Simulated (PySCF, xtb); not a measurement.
Br₂HOSb, SMILES [Br][Sb]([Br])[OH]. One conformer was computed; it need not be the lowest.

Harmonic wavenumbers (cm⁻¹) from xtb 6.7.1 with GFN2-xTB at its own minimum, in rising order: 74, 133, 155, 218, 230, 259, 475, 810, 3586.

Q: What does PBE0-D3(BJ)/def2-SVP (PySCF) give at its own minimum? (Estimate from the structure and the level; the computed values follow.)

A: 82, 110, 158, 245, 257, 272, 635, 853, 3852. Paired by order, the mean absolute difference is 63 cm⁻¹ and the zero-point energies are 8.5 and 9.2 kcal/mol.
